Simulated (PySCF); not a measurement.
A geometry optimisation, step by step.

C2H5BF2OS.
Bonds: C1–S2, S2–B3, B3–O4, O4–C5, C5–F6, C5–F7. Hydrogens: H8, H9, H10 on C1; H11 on B3; H12 on C5.

Computed by this run: PBE0-D3(BJ)/def2-SVP geometry optimisation, gas phase in PySCF 2.14.0; density fitting, grid level 1; the optimiser is geomeTRIC in internal coordinates, started from a GFN2-xTB structure with every atom displaced at random (about 0.01 Å). The frame can shift and turn from step to step; on so coarse a grid that alone can change the energy by a few meV, and forces under 0.02 eV/Å are noise.

Step 0: E = -21124.3473 eV, largest atomic force 2.111 eV/Å
```
atom  x, y, z in Å  |  force x, y, z in eV/Å
C1      2.221   -0.075    0.396   -1.044   1.831   0.114
S2      1.297    1.416    0.999    0.521   0.048   0.129
B3     -0.392    1.017    0.624    1.299  -0.272   0.080
O4     -0.580   -0.188    0.040   -1.309  -0.952  -0.620
C5     -1.830   -0.610   -0.362   -0.100  -0.012  -0.107
F6     -1.852   -1.943   -0.375    0.242  -0.025   0.187
F7     -2.065   -0.210   -1.623    0.163   0.191   0.130
H8      1.958   -0.897    1.004   -0.295  -1.292   0.810
H9      1.925   -0.226   -0.621   -0.065  -0.342  -0.898
H10     3.257    0.168    0.483    1.064   0.172   0.041
H11    -1.239    1.768    0.911   -0.811   0.565   0.163
H12    -2.660   -0.249    0.282    0.335   0.088  -0.029
```

Step 1: E = -21124.4942 eV, largest atomic force 0.349 eV/Å
```
atom  x, y, z in Å  |  force x, y, z in eV/Å
C1      2.273   -0.042    0.408   -0.064  -0.026   0.176
S2      1.319    1.389    1.007    0.019  -0.094  -0.049
B3     -0.343    0.913    0.605   -0.237  -0.102  -0.032
O4     -0.625   -0.291    0.001    0.100   0.307   0.132
C5     -1.909   -0.576   -0.370    0.058   0.104   0.115
F6     -2.054   -1.900   -0.360   -0.042   0.003  -0.066
F7     -2.118   -0.133   -1.618   -0.021  -0.094  -0.027
H8      2.036   -0.925    1.025    0.123   0.107  -0.134
H9      2.016   -0.244   -0.638    0.075  -0.051  -0.022
H10     3.339    0.212    0.501   -0.094  -0.059  -0.022
H11    -1.239    1.674    0.894    0.061  -0.018  -0.008
H12    -2.653   -0.109    0.303    0.022  -0.078  -0.063
```

Step 2: E = -21124.4929 eV, largest atomic force 0.447 eV/Å
```
atom  x, y, z in Å  |  force x, y, z in eV/Å
C1      2.223   -0.063    0.392   -0.108   0.063   0.047
S2      1.313    1.387    1.018    0.193   0.143   0.089
B3     -0.375    0.979    0.648    0.228  -0.226  -0.063
O4     -0.603   -0.231    0.044   -0.434   0.090  -0.056
C5     -1.859   -0.577   -0.370    0.068  -0.046  -0.026
F6     -1.948   -1.906   -0.348   -0.006  -0.076   0.042
F7     -2.039   -0.178   -1.637    0.021   0.051  -0.016
H8      1.993   -0.949    0.999    0.005   0.006  -0.010
H9      1.958   -0.260   -0.654    0.004  -0.003  -0.004
H10     3.293    0.166    0.468    0.000   0.031   0.013
H11    -1.263    1.745    0.937    0.025  -0.055  -0.024
H12    -2.653   -0.141    0.260    0.004   0.021   0.007
```

Step 3: E = -21124.5041 eV, largest atomic force 0.175 eV/Å
```
atom  x, y, z in Å  |  force x, y, z in eV/Å
C1      2.254   -0.051    0.403   -0.076   0.051   0.021
S2      1.316    1.383    1.018    0.056   0.002   0.011
B3     -0.364    0.947    0.635    0.060  -0.120  -0.032
O4     -0.628   -0.254    0.030   -0.152   0.084  -0.022
C5     -1.892   -0.576   -0.374    0.061  -0.036  -0.029
F6     -2.009   -1.903   -0.352    0.004  -0.041   0.035
F7     -2.073   -0.170   -1.639    0.019   0.035  -0.003
H8      2.036   -0.940    1.008    0.002  -0.013   0.011
H9      2.003   -0.255   -0.645    0.005   0.002  -0.008
H10     3.319    0.197    0.488    0.015   0.014   0.003
H11    -1.249    1.716    0.924    0.004  -0.002   0.002
H12    -2.673   -0.124    0.262    0.002   0.025   0.009
```

Step 4: E = -21124.5056 eV, largest atomic force 0.050 eV/Å
```
atom  x, y, z in Å  |  force x, y, z in eV/Å
C1      2.257   -0.046    0.407   -0.010   0.014   0.003
S2      1.314    1.379    1.028   -0.002  -0.003   0.002
B3     -0.363    0.936    0.637    0.000  -0.038   0.007
O4     -0.635   -0.260    0.029    0.000   0.045  -0.021
C5     -1.897   -0.576   -0.382    0.024   0.006   0.021
F6     -2.024   -1.902   -0.342   -0.009   0.011  -0.012
F7     -2.061   -0.180   -1.653    0.001  -0.028   0.004
H8      2.044   -0.940    1.008    0.002  -0.008   0.005
H9      2.008   -0.246   -0.642    0.004  -0.001   0.001
H10     3.320    0.209    0.494    0.008  -0.004  -0.001
H11    -1.246    1.705    0.929   -0.005   0.004   0.003
H12    -2.676   -0.107    0.244   -0.012   0.001  -0.012
```

Step 5: E = -21124.5064 eV, largest atomic force 0.063 eV/Å
```
atom  x, y, z in Å  |  force x, y, z in eV/Å
C1      2.258   -0.042    0.412    0.025  -0.008  -0.013
S2      1.310    1.373    1.044   -0.026  -0.008  -0.003
B3     -0.365    0.929    0.646   -0.021   0.021   0.036
O4     -0.641   -0.261    0.031    0.044   0.003  -0.044
C5     -1.898   -0.575   -0.393   -0.010  -0.009   0.010
F6     -2.038   -1.899   -0.328   -0.003   0.003   0.005
F7     -2.038   -0.206   -1.674    0.004  -0.009   0.001
H8      2.053   -0.942    1.005   -0.005  -0.005   0.007
H9      2.012   -0.235   -0.640   -0.004   0.001   0.005
H10     3.321    0.217    0.500    0.003  -0.004   0.001
H11    -1.248    1.698    0.942   -0.008   0.006   0.002
H12    -2.685   -0.087    0.210    0.002   0.008  -0.008
```

Step 6: E = -21124.5075 eV, largest atomic force 0.132 eV/Å
```
atom  x, y, z in Å  |  force x, y, z in eV/Å
C1      2.256   -0.035    0.422    0.062  -0.042  -0.024
S2      1.300    1.361    1.080   -0.041  -0.002  -0.001
B3     -0.373    0.920    0.666   -0.033   0.079   0.078
O4     -0.644   -0.257    0.028    0.105  -0.038  -0.070
C5     -1.892   -0.572   -0.417   -0.063  -0.003   0.020
F6     -2.059   -1.889   -0.293    0.002   0.010  -0.005
F7     -1.988   -0.263   -1.717   -0.005  -0.017   0.000
H8      2.060   -0.949    0.999   -0.009   0.009   0.002
H9      2.011   -0.212   -0.633   -0.011   0.001   0.009
H10     3.317    0.229    0.511   -0.013  -0.002   0.005
H11    -1.258    1.682    0.973   -0.003   0.000  -0.007
H12    -2.689   -0.044    0.138    0.011   0.005  -0.008
```

Step 7: E = -21124.5087 eV, largest atomic force 0.161 eV/Å
```
atom  x, y, z in Å  |  force x, y, z in eV/Å
C1      2.252   -0.029    0.443    0.077  -0.059  -0.029
S2      1.285    1.345    1.128   -0.040   0.004   0.009
B3     -0.382    0.911    0.683   -0.042   0.106   0.100
O4     -0.641   -0.240   -0.002    0.123  -0.056  -0.086
C5     -1.883   -0.566   -0.454   -0.103  -0.007   0.014
F6     -2.072   -1.872   -0.255    0.001  -0.014  -0.005
F7     -1.946   -0.338   -1.772    0.006  -0.003   0.003
H8      2.062   -0.957    1.000   -0.011   0.025  -0.005
H9      2.012   -0.185   -0.616   -0.014   0.001   0.011
H10     3.313    0.240    0.539   -0.025   0.002   0.009
H11    -1.274    1.657    1.014    0.006  -0.003  -0.018
H12    -2.684    0.005    0.050    0.021   0.004  -0.003
```

Step 8: E = -21124.5098 eV, largest atomic force 0.105 eV/Å
```
atom  x, y, z in Å  |  force x, y, z in eV/Å
C1      2.246   -0.024    0.471    0.047  -0.042  -0.017
S2      1.265    1.331    1.178   -0.017   0.005   0.015
B3     -0.394    0.907    0.695   -0.027   0.074   0.050
O4     -0.630   -0.213   -0.048    0.066  -0.070  -0.042
C5     -1.868   -0.562   -0.494   -0.073   0.004  -0.017
F6     -2.061   -1.858   -0.236    0.002  -0.010   0.022
F7     -1.917   -0.402   -1.822    0.013   0.024  -0.004
H8      2.056   -0.962    1.009   -0.004   0.025  -0.009
H9      2.010   -0.161   -0.592   -0.009   0.003   0.005
H10     3.304    0.248    0.579   -0.022   0.007   0.007
H11    -1.297    1.632    1.042    0.008  -0.010  -0.014
H12    -2.672    0.034   -0.027    0.015  -0.010   0.004
```

Step 9: E = -21124.5105 eV, largest atomic force 0.030 eV/Å
```
atom  x, y, z in Å  |  force x, y, z in eV/Å
C1      2.247   -0.022    0.471    0.007  -0.013   0.000
S2      1.262    1.331    1.178   -0.001   0.005   0.005
B3     -0.395    0.907    0.690   -0.003   0.021   0.009
O4     -0.626   -0.218   -0.051    0.021  -0.021  -0.003
C5     -1.868   -0.565   -0.491   -0.027   0.007  -0.008
F6     -2.057   -1.863   -0.242    0.004  -0.001  -0.004
F7     -1.926   -0.390   -1.817   -0.001  -0.002   0.005
H8      2.054   -0.960    1.008    0.002   0.008  -0.005
H9      2.014   -0.158   -0.592   -0.002   0.003   0.001
H10     3.304    0.251    0.584   -0.007   0.005   0.003
H11    -1.300    1.632    1.028    0.003  -0.008  -0.002
H12    -2.668    0.026   -0.011    0.005  -0.004  -0.001
```

Step 10: E = -21124.5106 eV, largest atomic force under 0.02 eV/Å
```
atom  x, y, z in Å  |  force x, y, z in eV/Å
C1      2.249   -0.019    0.473   -0.006   0.005   0.003
S2      1.259    1.333    1.177    0.002   0.000   0.000
B3     -0.395    0.905    0.686    0.002  -0.007  -0.002
O4     -0.624   -0.221   -0.054   -0.004   0.005   0.006
C5     -1.868   -0.567   -0.490    0.001  -0.003  -0.006
F6     -2.053   -1.868   -0.250    0.001   0.000  -0.004
F7     -1.935   -0.383   -1.814   -0.001  -0.001   0.003
H8      2.056   -0.957    1.011    0.002  -0.001   0.000
H9      2.017   -0.156   -0.591    0.002   0.002  -0.001
H10     3.304    0.257    0.589    0.002   0.002   0.000
H11    -1.302    1.629    1.022   -0.001  -0.001   0.002
H12    -2.667    0.018   -0.001    0.000  -0.001   0.000
```

Question: Summarise the path.

Answer: The energy falls by 15.76 kJ/mol from step 0 to step 10; nine tenths of that is first reached at step 3. It rises by more than 0.2 meV at step 2. The largest force goes from 2.111 to under 0.02 eV/Å. Among the bonds C1–H8 changes most, from 1.056 to 1.098 Å; the atoms move by 0.182 Å rms after alignment.

Question: Follow the three bonds and two angles with the largest change from start to end.

Answer: 
| step | E above end (kJ/mol) | largest force (eV/Å) | C1–H8 (Å) | B3–H11 (Å) | C1–S2 (Å) | S2–B3–O4 (°) | S2–C1–H9 (°) |
| --- | --- | --- | --- | --- | --- | --- | --- |
| 0 | 15.76 | 2.111 | 1.056 | 1.168 | 1.855 | 115.1 | 106.5 |
| 1 | 1.58 | 0.349 | 1.103 | 1.211 | 1.821 | 121.8 | 109.6 |
| 2 | 1.71 | 0.447 | 1.098 | 1.208 | 1.823 | 117.0 | 110.4 |
| 3 | 0.63 | 0.175 | 1.097 | 1.207 | 1.821 | 119.5 | 110.5 |
| 4 | 0.49 | 0.050 | 1.097 | 1.207 | 1.818 | 120.2 | 110.6 |
| 5 | 0.41 | 0.063 | 1.097 | 1.207 | 1.816 | 120.5 | 110.7 |
| 6 | 0.31 | 0.132 | 1.098 | 1.208 | 1.815 | 120.6 | 110.8 |
| 7 | 0.18 | 0.161 | 1.099 | 1.209 | 1.815 | 120.6 | 110.8 |
| 8 | 0.08 | 0.105 | 1.099 | 1.209 | 1.816 | 120.3 | 110.8 |
| 9 | 0.01 | 0.030 | 1.098 | 1.208 | 1.818 | 120.2 | 110.7 |
| 10 | 0.00 | under 0.02 | 1.098 | 1.208 | 1.818 | 120.2 | 110.7 |

What follows is the cost of the whole optimisation. Hardware: one thread, Arm Neoverse V1 (aarch64), no GPU (shared host). Cost: 81 s, 0.51 GiB resident at most.
